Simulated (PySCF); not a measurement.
Run record: geometry optimisation, `C#CN1BNB(C=S)NB1`.

Computed with PBE0-D3(BJ)/def2-SVP geometry optimisation, gas phase (PySCF 2.14.0). Start geometry: GFN2-xTB. The input is one job of a driver script: a line of settings, then coordinates in Å.

Input:
```
{"job": {"xc": "PBE0", "basis": "def2-SVP", "d3": "d3bj", "grid": 2, "kind": "geom"}, "charge": 0, "multiplicity": 1}
C      3.810580    -0.611907    -0.040032
C      2.626579    -0.425484    -0.023630
N      1.297979    -0.212657     0.000029
B      0.600678    -0.051317    -1.240969
N     -0.790625     0.178352    -1.164615
B     -1.502960     0.245862     0.055437
C     -3.047437     0.497673     0.069663
S     -3.962625     0.652603    -1.269744
N     -0.763489     0.072587     1.253198
B      0.633744    -0.153809     1.264726
H      4.843923    -0.778413    -0.057038
H      1.166980    -0.107319    -2.264725
H     -1.320634     0.301315    -2.016214
H     -3.577550     0.575801     1.019372
H     -1.249561     0.112659     2.136266
H      1.226821    -0.287003     2.266867
```

Output:
```
step   0  E = -754.13534140  max force = 0.021696
step   1  E = -754.13830420  max force = 0.003710
step   2  E = -754.13837194  max force = 0.001325
step   3  E = -754.13839594  max force = 0.001276
step   4  E = -754.13841607  max force = 0.000471
step   5  E = -754.13842060  max force = 0.000340
optimisation converged
```

Energies in Eh; «max force» is the largest Cartesian gradient component in Eh/bohr.

Q: How much energy does the optimisation release, in kJ/mol?

A: E(step 0) − E(last step) = 0.003079 Eh, which is 8.1 kJ/mol.

Q: Give the first gradient maximum in eV/Å.

A: With 1 Eh/bohr = 51.422 eV/Å, 1.116 eV/Å.

Summary of the converged run: final energy -754.13842 Eh after 5 steps; dipole 1.77 D.

On Arm Neoverse V2, one thread, shared host with 64 logical CPUs at a one-minute load of 53, this took 1.7 min wall and 0.86 GiB of memory at its peak.
Labels such as C1 count atoms from 1, the log's own numbers from 0.
